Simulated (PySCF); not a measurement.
CH4O4, SMILES C(O)(O)(O)O. Coordinates come from a PBE-D3(BJ)/def2-SVP optimisation. The values are those of a single conformer.

Computed with PBE-D3(BJ)/def2-SVP run with PySCF.

Harmonic wavenumbers (cm⁻¹): 247, 336, 337, 337, 452, 491, 580, 580, 605, 869, 1004, 1004, 1132, 1183, 1262, 1389, 1389, 3702, 3703, 3703, 3709. Rotational constants (GHz): 5.602, 5.602, 5.144; symmetry number 2.

Problem. Work out the zero-point energy and the ideal-gas rigid-rotor harmonic-oscillator thermochemistry at 298.15 K and 1 atm.

Solution. ZPE = ½ Σ hcν = ½ × 28015 cm⁻¹ = 40.05 kcal/mol. H − E(el) = 44.19 kcal/mol. Entropy in cal/(mol K): translation 39.05, rotation 23.72, vibration 8.83, total 71.61. G − E(el) = 22.84 kcal/mol. Cp = 22.47 cal/(mol K).
